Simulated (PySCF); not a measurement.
## Neon: a sound run and one with changed settings

Sound run: Ne⁺ [He] 2s2 2p5, Ne²⁺ [He] 2s2 2p4. Calculation: PySCF 2.14, in cc-pVTZ; the non-relativistic Hamiltonian (point nucleus). In the sound run the correlated levels freeze 1s2. The sound run starts from symmetry-adapted Hartree-Fock orbitals and uses a fine grid where one is needed.

A second run was set up differently.

| species | method | sound run (hartree) | changed run (hartree) | converged |
| --- | --- | --- | --- | --- |
| Ne⁺ | UHF | -127.80888 | -126.06147 | yes |
| Ne⁺ | M06-2X | -128.13483 | -126.36475 | yes |
| Ne⁺ | MN15 | -128.08163 | -125.85125 | yes |
| Ne⁺ | MP2 | -128.00571 | -126.06147 | yes |
| Ne²⁺ | UHF | -126.36528 | -124.57400 | yes |
| Ne²⁺ | M06-2X | -126.62511 | -124.82321 | yes |
| Ne²⁺ | MN15 | -126.56507 | -124.31611 | yes |
| Ne²⁺ | MP2 | -126.50861 | -124.57400 | yes |

Ionisation energy of Ne⁺:

| method | sound run (eV) | changed run (eV) |
| --- | --- | --- |
| UHF | 39.282 | 40.476 |
| M06-2X | 41.082 | 41.948 |
| MN15 | 41.268 | 41.773 |
| MP2 | 40.738 | 40.476 |
| SCS-MP2 | 40.726 | 40.476 |

Problem. What was changed?
A. angular grid far too coarse
B. radial grid too coarse
C. minimal basis
D. basis contracted for another Hamiltonian

Solution. C. It used basis STO-3G. A minimal basis cannot let orbitals breathe on ionisation and holds almost no correlation.
